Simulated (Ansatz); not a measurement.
Compare A (`C#CB(C)C`) with its isomer B (`CC1=C(C)B1`).

Computed with Ansatz on PBE0-D4/def2-TZVP structures; ΔE is electronic, products minus reactants. CCSD(T)/CBS adds triple-zeta CCSD(T) − MP2 to the extrapolated MP2 energy (def2 sets, frozen cores). Functionals use def2-TZVPP. B3LYP here is the variant with VWN-RPA as its local correlation; programs differ in this.

(1) Which is lower in electronic energy at CCSD(T)/CBS, and by how much? (An estimate is asked.)

(2) Give E(B) − E(A) in kJ/mol with PBE-D4, ωB97M-V, PBE0-D4, MP2/def2-TZVPP, r2SCAN-D4, B3LYP-D4, CCSD/def2-TZVPP. (An estimate is asked.)

Largest T1 diagnostic: 0.012.

Results:

(1) Computed: A, by 25.7 kJ/mol.

(2) Ansatz gave: PBE-D4 2.2, ωB97M-V 11.4, PBE0-D4 -6.4, MP2/def2-TZVPP 22.3, r2SCAN-D4 8.7, B3LYP-D4 18.5, CCSD/def2-TZVPP 24.7. The order is the other way round with PBE0-D4.

In def2-TZVPP, CCSD(T) changes the Hartree–Fock value by +8.7 kJ/mol (the triples alone add +1.6 kJ/mol) and MP2 by +4.7 kJ/mol. From PBE to PBE0 (25 % exact exchange), in def2-TZVPP and without D4, E(B) − E(A) moves by −8.7 kJ/mol.
